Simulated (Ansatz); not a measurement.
System: C$_{2}$H$_{9}$ClSi$_{2}$, charge 0, multiplicity 1. 
Coordinates optimised at B3LYP-D3(BJ)/def2-TZVP (Ansatz, a first-principles code):
```
Si
H 1 1.4887
C 1 1.8786 2 109.90
H 3 1.0913 1 111.36 2 56.20
H 3 1.0916 4 108.01 1 -121.43
H 3 1.0922 4 108.05 5 -116.75
C 1 1.8786 2 109.90 3 -122.89
H 7 1.0913 1 111.36 2 -56.20
H 7 1.0916 8 108.01 1 121.43
H 7 1.0922 8 108.05 9 116.75
Si 1 2.3440 2 107.92 3 118.55
H 11 1.4822 1 113.76 2 -62.28
H 11 1.4822 12 108.23 1 -127.49
Cl 11 2.0905 12 106.86 13 -114.76
```
Charge 0, spin multiplicity 1.

Basis-set convergence of Hartree-Fock and CCSD correlation energies (hartree) with Ansatz. Correlated levels leave the core frozen unless marked. Spin-orbit coupling is left out. No relativistic terms.

```csv
basis,functions,E(HF),"E(corr, CCSD)"
aug-cc-pV(D+d)Z,223,-1118.43786,-0.74541
aug-cc-pV(T+d)Z,464,___,___
```

Task: What belongs in the gaps?

Result: 
- aug-cc-pV(T+d)Z, E(HF): -1118.49806
- aug-cc-pV(T+d)Z, E(corr, CCSD): -0.88549
